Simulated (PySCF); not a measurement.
Relaxation of singlet WF₄

Level of theory: PBE/[W def2-SVP with ECP60, F def2-SVP], scalar-relativistic core potentials, density fitting, no spin–orbit coupling, PySCF. A (50,194) grid was used.

A hand-made tetrahedral start, of Td symmetry, held to at least that symmetry:

```xyz
5
charge 0 multiplicity 1, angstrom
W     0.0000    0.0000    0.0000
F     1.6411   -0.0001    1.1604
F    -1.6411    0.0000    1.1604
F     0.0000    1.6411   -1.1604
F     0.0000   -1.6411   -1.1605
```

Optimiser trace:
```json
{"step": "0", "E − E(last) (kJ/mol)": "72.62", "largest gradient (Eh/bohr)": "0.04582"}
{"step": "1", "E − E(last) (kJ/mol)": "2.17", "largest gradient (Eh/bohr)": "0.00495"}
{"step": "2", "E − E(last) (kJ/mol)": "0.05", "largest gradient (Eh/bohr)": "0.00155"}
{"step": "3", "E − E(last) (kJ/mol)": "0.02", "largest gradient (Eh/bohr)": "0.00100"}
{"step": "4", "E − E(last) (kJ/mol)": "0.01", "largest gradient (Eh/bohr)": "0.00067"}
{"step": "5", "E − E(last) (kJ/mol)": "0.00", "largest gradient (Eh/bohr)": "0.00045"}
{"step": "6", "E − E(last) (kJ/mol)": "0.00", "largest gradient (Eh/bohr)": "0.00030"}
```

It ends at Td with W–F 1.892 Å (×4); F–W–F 109.5° (×6). No frequency check is given, so it may be a saddle point. Other isomers or separated fragments may lie lower. A symmetry-breaking gradient of 0.0029 Eh/bohr is left: the electronic state wants a lower symmetry.

Stability towards spin polarisation was not tested. No spin–orbit coupling is included, which matters more the heavier the element.

The relaxation took about 4 core-minutes on a shared host.
